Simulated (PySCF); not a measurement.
Simulated outer-valence photoelectron spectrum of `C#CC[SeH]`. Method: EOM-IP-CCSD/aug-cc-pVDZ in PySCF, restricted Hartree–Fock reference, 12 core orbitals frozen, non-relativistic, gas phase, PBE0-D3(BJ)/def2-SVP geometry.

Each root has a Gaussian of 0.6 eV full width with its one-hole share as area; cross sections and vibrations are left out, and the highest printed point is 100.

```tsv
ionisation energy (eV)	intensity
8.2	1
8.4	8
8.6	28
8.8	55
9.0	59
9.2	34
9.4	11
9.6	3
9.8	8
10.0	31
10.2	69
10.4	98
10.6	95
10.8	61
11.0	24
11.2	6
11.4	1
11.6	1
11.8	6
12.0	24
12.2	51
12.4	60
12.6	38
12.8	13
13.0	5
13.2	14
13.4	39
13.6	60
13.8	50
14.0	22
14.2	5
14.4	1
14.6	0
14.8	1
15.0	4
15.2	21
15.4	56
15.6	93
15.8	100
16.0	70
16.2	31
16.4	8
16.6	1
16.8	0
17.0	0
17.2	3
17.4	15
17.6	41
17.8	58
18.0	45
18.2	19
18.4	4
18.6	1
```

Q: Where are the maxima, and how many lines lie under the curve?

A: 6 maxima, at 8.9, 10.5, 12.4, 13.6, 15.7 and 17.8 eV, from 8 lines. At this width some lines have no maximum of their own.

Q: List the lines with their holes.

A: 
```
E (eV)  leading hole (HF orbital)  area  Koopmans (eV)
  8.92                       HOMO  0.96           9.38
 10.32                     HOMO-1  0.96          10.45
 10.64                     HOMO-2  0.96          10.77
 12.35                     HOMO-3  0.95          12.94
 13.64                     HOMO-4  0.95          14.42
 15.59                     HOMO-5  0.94          17.05
 15.88                     HOMO-6  0.94          17.68
 17.82                     HOMO-7  0.91          19.78
```

The widest gap, 1.95 eV, lies between 13.64 and 15.59 eV. Only orbitals with −ε under 21 eV, eight at most, were ionised, so the high end of the curve may lack lines.

Conformer computed: `[CH:1]#[C:2][CH2:3][SeH:4]`: H–Se4–C3–C2 -59°.

One conformer stands for the species.
